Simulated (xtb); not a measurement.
FH6NOSi2, SMILES N[Si@@H](O)[SiH2]F. All values are semi-empirical tight-binding results from xtb (GFN2-xTB unless named), good for trends rather than for accurate numbers. Geometry: GFN2-xTB. The structure was generated by enumeration; whether it is a known compound was not checked. Other conformers were not sampled.

Optimised geometry:

Bonded distances (Å): N1–Si2 1.729, N1–H6 1.006, N1–H7 1.008, Si2–O3 1.628, Si2–Si4 2.294, Si2–H8 1.467, O3–H9 0.953, Si4–F5 1.621, Si4–H10 1.463, Si4–H11 1.462. Angles (°): Si2–N1–H6 119.7, Si2–N1–H7 118.9, H6–N1–H7 109.7, N1–Si2–O3 107.4, N1–Si2–Si4 107.0, N1–Si2–H8 115.7, O3–Si2–Si4 114.7, O3–Si2–H8 98.3, Si4–Si2–H8 113.6, Si2–O3–H9 121.2, Si2–Si4–F5 111.0, Si2–Si4–H10 115.9, Si2–Si4–H11 116.1, F5–Si4–H10 102.1, F5–Si4–H11 101.4, H10–Si4–H11 108.5.
Charge 0, spin multiplicity 1.

A frequency run showed that this geometry is not a minimum.

* **orbital gap**: 4.52 eV
* **dipole moment**: 2.13 D
* **static polarisability (D4 model)**: 74.5 bohr³
* **solvation energy, GFN2-xTB/ALPB(water)**: -6.1 kcal/mol
* **solvation energy, GFN2-xTB/ALPB(benzene)**: -3.2 kcal/mol

Computed atomic charges and the Wiberg bond orders between heavy atoms:
charges (e) N1 -0.42, Si2 0.46, O3 -0.49, Si4 0.46, F5 -0.29, H6 0.14, H7 0.15, H8 -0.10, H9 0.30, H10 -0.11, H11 -0.11. Bond orders N1–Si2 1.14, Si2–O3 1.18, Si2–Si4 0.77, Si4–F5 1.10.
